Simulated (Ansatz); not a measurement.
Isomers of ZnO2⁻ (doublet), relaxed with PBE0-D4/def2-TZVPD; total energies from Ansatz at PBE0-D4/def2-TZVPD.

```
isomer                               description  energy (Eh)
     A  point group not assigned; 1 × O–O 1.32 Å  -1929.42645
     B          point group D∞h; 2 × O–Zn 1.74 Å  -1929.45967
```

The isomers come from a short search, and lower ones may exist.

Problem. Work out the relative energies (1 Eh = 2625.5 kJ/mol) and the Boltzmann populations at 1200 K from electronic energies alone (R = 8.314 J/mol/K).

Solution. ΔE: A 87.2, B 0.0 kJ/mol. RT = 9.98 kJ/mol. Factors exp(−ΔE/RT): A 0.00016, B 1; sum 1.000. Populations: A 0.0 %, B 100.0 %. Zero-point energy, vibrational entropy and symmetry numbers are left out and can shift these; an error of 4 kJ/mol changes a ratio by a factor of 1.5. Over the other density-functional and correlated levels in def2 sets, the gap between B and A ranges from 96 to 135 kJ/mol.
